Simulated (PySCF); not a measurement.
A calculated (revPBE, PySCF 2.14, x2c-QZVPPall, the spin-free X2C one-electron Hamiltonian (Gaussian nucleus)) atom or ion has these occupied shells.

```json
{"shell": "1s β", "electrons": "1", "orbital energy (eV)": "-67142.6", "rms radius, mean of both spins (bohr)": "0.0211"}
{"shell": "1s α", "electrons": "1", "orbital energy (eV)": "-67142.6", "rms radius, mean of both spins (bohr)": "0.0211"}
{"shell": "2s α", "electrons": "1", "orbital energy (eV)": "-11532.1", "rms radius, mean of both spins (bohr)": "0.0854"}
{"shell": "2s β", "electrons": "1", "orbital energy (eV)": "-11532.0", "rms radius, mean of both spins (bohr)": "0.0854"}
{"shell": "2p α", "electrons": "3", "orbital energy (eV)": "-10138.3", "rms radius, mean of both spins (bohr)": "0.0775"}
{"shell": "2p β", "electrons": "3", "orbital energy (eV)": "-10138.2", "rms radius, mean of both spins (bohr)": "0.0775"}
{"shell": "3s α", "electrons": "1", "orbital energy (eV)": "-2639.7", "rms radius, mean of both spins (bohr)": "0.219"}
{"shell": "3s β", "electrons": "1", "orbital energy (eV)": "-2639.7", "rms radius, mean of both spins (bohr)": "0.219"}
{"shell": "3p α", "electrons": "3", "orbital energy (eV)": "-2222.9", "rms radius, mean of both spins (bohr)": "0.220"}
{"shell": "3p β", "electrons": "3", "orbital energy (eV)": "-2222.9", "rms radius, mean of both spins (bohr)": "0.220"}
{"shell": "3d α", "electrons": "5", "orbital energy (eV)": "-1721.1", "rms radius, mean of both spins (bohr)": "0.201"}
{"shell": "3d β", "electrons": "5", "orbital energy (eV)": "-1721.0", "rms radius, mean of both spins (bohr)": "0.201"}
{"shell": "4s α", "electrons": "1", "orbital energy (eV)": "-535.19", "rms radius, mean of both spins (bohr)": "0.488"}
{"shell": "4s β", "electrons": "1", "orbital energy (eV)": "-535.11", "rms radius, mean of both spins (bohr)": "0.488"}
{"shell": "4p α", "electrons": "3", "orbital energy (eV)": "-397.69", "rms radius, mean of both spins (bohr)": "0.520"}
{"shell": "4p β", "electrons": "3", "orbital energy (eV)": "-397.61", "rms radius, mean of both spins (bohr)": "0.520"}
{"shell": "4d α", "electrons": "5", "orbital energy (eV)": "-217.85", "rms radius, mean of both spins (bohr)": "0.563"}
{"shell": "4d β", "electrons": "5", "orbital energy (eV)": "-217.76", "rms radius, mean of both spins (bohr)": "0.563"}
{"shell": "5s α", "electrons": "1", "orbital energy (eV)": "-69.439", "rms radius, mean of both spins (bohr)": "1.17"}
{"shell": "5s β", "electrons": "1", "orbital energy (eV)": "-68.068", "rms radius, mean of both spins (bohr)": "1.17"}
{"shell": "5p α", "electrons": "3", "orbital energy (eV)": "-36.729", "rms radius, mean of both spins (bohr)": "1.39"}
{"shell": "5p β", "electrons": "3", "orbital energy (eV)": "-34.738", "rms radius, mean of both spins (bohr)": "1.39"}
{"shell": "4f α", "electrons": "7", "orbital energy (eV)": "-20.988", "rms radius, mean of both spins (bohr)": "0.724"}
{"shell": "4f β", "electrons": "7", "orbital energy (eV)": "-20.685", "rms radius, mean of both spins (bohr)": "0.724"}
{"shell": "5d α", "electrons": "5", "orbital energy (eV)": "-2.401", "rms radius, mean of both spins (bohr)": "2.77"}
```

(1) Name the element and its charge.

Answers

(1) Ta (tantalum, neutral), in [Xe] 4f14 5d5, high-spin 6S determinant (an excited configuration).
